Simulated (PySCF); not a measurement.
# ECD: SMILES C=C[C@@]1(F)C[C@@H]1F, C5H6F2

Cartesian coordinates in Å; atom numbers follow the order of the lines, from 1:
```xyz
13

C     2.280   -0.013   -0.252
C     1.052   -0.106    0.229
C    -0.167    0.048   -0.586
F     0.079    0.297   -1.906
C    -1.414   -0.758   -0.305
C    -1.396    0.706    0.001
F    -2.138    1.531   -0.779
H     3.142   -0.132    0.380
H     2.460    0.188   -1.294
H     0.862   -0.307    1.274
H    -1.985   -1.058   -1.170
H    -1.408   -1.465    0.508
H    -1.373    1.070    1.021
```

Theory: TDDFT PBE0/def2-SVPD circular dichroism and optical rotation, one conformer, gas phase in PySCF. Geometry: GFN2-xTB.

The molecule is flexible and this is one conformer; a measurement averages over conformers. States above about 7.4 eV lie in this functional's continuum (it starts at minus the energy of the highest occupied orbital, well below the true ionisation energy for most functionals) and depend on the basis.

**Question.** What are the CIP labels of the stereocentres?

**Answer.** C3 S, C6 S.

**Question.** Which excitations and rotatory strengths does the calculation give?

**Answer.** Rotatory strengths R in 10⁻⁴⁰ esu² cm², velocity form and length form (origin at the centre of mass); f in length form.
| state | E (eV) | λ (nm) | f | R (velocity) | R (length) | main |
| --- | --- | --- | --- | --- | --- | --- |
| 1 | 6.58 | 189 | 0.094 | +27.1 | +26.1 | HOMO→LUMO+1 0.69, HOMO→LUMO 0.27 |
| 2 | 6.77 | 183 | 0.342 | -50.6 | -48.0 | HOMO→LUMO 0.64, HOMO→LUMO+1 0.28 |
| 3 | 7.35 | 169 | 0.019 | +17.1 | +17.7 | HOMO−1→LUMO 0.92 |
| 4 | 7.50 | 165 | 0.010 | +2.4 | +2.2 | HOMO→LUMO+2 0.82, HOMO→LUMO+4 0.09 |
| 5 | 7.67 | 162 | 0.016 | +9.3 | +8.5 | HOMO→LUMO+3 0.76, HOMO−1→LUMO+1 0.10 |
| 6 | 7.87 | 158 | 0.006 | +6.6 | +7.2 | HOMO−1→LUMO+1 0.78, HOMO→LUMO+3 0.12 |
| 7 | 7.93 | 156 | 0.005 | -7.2 | -8.3 | HOMO→LUMO+4 0.81 |
| 8 | 8.33 | 149 | 0.065 | -4.7 | -7.0 | HOMO→LUMO+5 0.56, HOMO−2→LUMO 0.24 |
| 9 | 8.36 | 148 | 0.047 | -19.1 | -17.5 | HOMO−2→LUMO 0.52, HOMO→LUMO+5 0.34 |
| 10 | 8.58 | 145 | 0.025 | +54.9 | +56.4 | HOMO−2→LUMO+1 0.69, HOMO−2→LUMO 0.10 |
| 11 | 8.62 | 144 | 0.004 | -36.1 | -37.5 | HOMO−3→LUMO 0.86 |
| 12 | 8.73 | 142 | 0.004 | +1.3 | 0.0 | HOMO−1→LUMO+2 0.81 |

Among the states computed, the strongest CD band (largest |R|) is state 10. The largest dissymmetry factor in size, g = 4R/(D+G), with D and G the electric and magnetic dipole strengths, is -0.11 for state 11 (velocity form, f = 0.004), among bands with |R| over 0.5. The mirror image has the same energies and oscillator strengths and all R with the opposite sign.
